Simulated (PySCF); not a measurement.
## Correlation energy of Be (beryllium, neutral)

[He] 2s2, closed-shell 1S. All numbers are calculated (PySCF 2.14, the spin-free X2C one-electron Hamiltonian (Gaussian nucleus), in x2c-SVPall). Frozen: 1s2; 2 electrons correlated.

Total MP2 correlation energy: -22.03 mhartree.

Same-spin part 0.00 and opposite-spin part -22.03 mhartree; SCS-MP2 scales them by 1/3 and 6/5 to -26.43 mhartree.

With two correlated electrons CCSD is exact within the correlated space (frozen core and kept virtual orbitals).

```csv
level,correlation energy (mhartree)
CCSD,-44.19
```

Diagnostics: T1 = 0.019, D1 = 0.0273, largest double amplitude 0.161.

Question: Is a single reference adequate?

Answer: Not fully. A double-excitation amplitude exceeds 0.15, a sign of near-degeneracy.
